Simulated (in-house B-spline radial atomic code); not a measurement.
I is squeezed into an impenetrable sphere of radius R (the orbitals vanish at R). Method: Dirac-Kohn-Sham LDA VWN5, spherical fractional occupations, Fermi nucleus of rms radius 4.75 fm. Calculated with a radial B-spline atomic code at the basis-set limit.

Energies in eV above the free atom in [Kr] 4d10 5s2 5p5:

```
R (bohr)  highest level (eV)  [Kr] 4d10 5s2 5p5  [Kr] 4d9 4f1 5s2 5p5  [Ar] 3d10 4s2 4p5 4d10 4f1 5s2 5p5
    8.42               -6.88            0.02024                 61.41                               139.6
    6.69                -6.6             0.2448                 63.74                               141.9
    4.79               -4.26              3.944                 70.34                               148.4
    4.05              -0.789              12.26                 79.95                               157.9
    3.71                 2.2              21.04                 89.46                               167.2
    3.28                8.46              42.67                 112.4                               189.9
    2.49                38.4              176.9                 251.3                               327.8
    2.23                61.7                300                 377.2                               453.4
    1.62                 213               1271                  1361                                1440
    1.28                 479               3399                  3496                                3585
```

Q: Does [Kr] 4d9 4f1 5s2 5p5 fall below [Kr] 4d10 5s2 5p5 under compression?

A: No, it stays above over the whole range.

Q: Does [Ar] 3d10 4s2 4p5 4d10 4f1 5s2 5p5 fall below [Kr] 4d10 5s2 5p5 under compression?

A: No, it stays above over the whole range.

The highest level is first positive in the row R = 3.71 bohr, pushed up by confinement above the zero of the free ion's potential. Each configuration is held fixed and needn't be the lowest in the sphere.
